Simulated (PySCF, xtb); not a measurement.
C3H10ClNSi, SMILES CN(C)[Si@@H](C)Cl. Other conformers were not sampled.

Harmonic wavenumbers (cm⁻¹) from GFN2-xTB (xtb) at its own minimum, in rising order: 25, 109, 110, 152, 158, 189, 201, 270, 304, 386, 491, 621, 670, 681, 755, 825, 832, 1041, 1060, 1091, 1126, 1204, 1309, 1376, 1418, 1428, 1477, 1478, 1483, 1487, 1499, 1509, 2230, 2900, 2902, 2949, 2954, 3021, 3038, 3040, 3042, 3048.

**Question.** What does PBE-D3(BJ)/def2-SVP (PySCF 2.14.0) give at its own minimum? (An estimate is asked for; the answer gives what the named calculation found.)

**Answer.** 52, 86, 146, 186, 189, 211, 222, 310, 331, 364, 482, 634, 669, 739, 749, 844, 854, 997, 1052, 1074, 1126, 1208, 1218, 1272, 1376, 1377, 1383, 1399, 1404, 1411, 1428, 1453, 2189, 2899, 2905, 2964, 2972, 2981, 3050, 3058, 3085, 3087. Paired by order, the mean absolute difference is 35 cm⁻¹ and the zero-point energies are 79.9 and 79.3 kcal/mol.
